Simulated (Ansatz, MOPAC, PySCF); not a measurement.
Pair of molecules: HF (SMILES F) (first 2 atoms) with C2H4 (SMILES C=C); geometry from B3LYP-D3(BJ)/def2-TZVP, rigid monomers moved along the line of their centres of mass till H2···C4 is 3.96 Å.
(charge 0, multiplicity 1):
| atom | x (Å) | y (Å) | z (Å) |
|---|---|---|---|
| F | -0.0440 | 0.3998 | -0.2698 |
| H | -0.0182 | 0.2834 | 0.6584 |
| C | 0.4558 | -0.7519 | 4.4553 |
| C | -0.2774 | 0.3449 | 4.6131 |
| H | 0.0013 | -1.7296 | 4.3497 |
| H | 1.5383 | -0.7145 | 4.4351 |
| H | 0.1774 | 1.3214 | 4.7280 |
| H | -1.3596 | 0.3063 | 4.6427 |

Interaction energies are E(AB) − E(A) − E(B) at the monomers' geometry in the complex; basis-set methods are counterpoise corrected. Rows marked so take none.

Correlated levels freeze the cores. CBS: X⁻³ extrapolation of the correlation energy, Hartree–Fock from the larger set. Rows in 3-21G, 6-311+G**, 6-31G* carry no dispersion term and start afresh at each structure (6-31G* with six Cartesian d functions). MP2/6-31G* freezes PySCF's default core. The state reached by PM6 isn't checked.

Run with Ansatz (a quantum-chemistry and plane-wave program); MOPAC for PM6 (differences of heats of formation); PySCF for 3-21G rows, 6-311+G** rows, 6-31G* rows, the dispersion terms. Each number belongs to the level named beside it.

Other levels give for the interaction energy: PBE/def2-TZVPPD -3.8; B3LYP/def2-TZVPPD -3.3; B3LYP-D3(BJ)/def2-TZVPPD -4.1; wB97M-V/def2-TZVPPD -4.1; MP2/CBS(aug-cc-pVDZ, aug-cc-pVTZ) + ΔCCSD(T)/aug-cc-pVDZ -3.9 kJ/mol.

Common cheap choices:

```tsv
level	interaction energy (kJ/mol)	less -3.9 (MP2/CBS(aug-cc-pVDZ, aug-cc-pVTZ) + ΔCCSD(T)/aug-cc-pVDZ)
PM6	-1.1	2.8
HF/3-21G (no counterpoise)	-4.1	-0.2
HF/6-31G* (no counterpoise)	-4.3	-0.4
BP86/6-31G* (no counterpoise)	-3.4	0.5
B3LYP/6-31G*	-3.1	0.8
B3LYP/6-311+G** (no counterpoise)	-3.8	0.1
M06-2X/6-31G* (no counterpoise)	-4.3	-0.3
MP2/6-31G*	-3.4	0.5
```
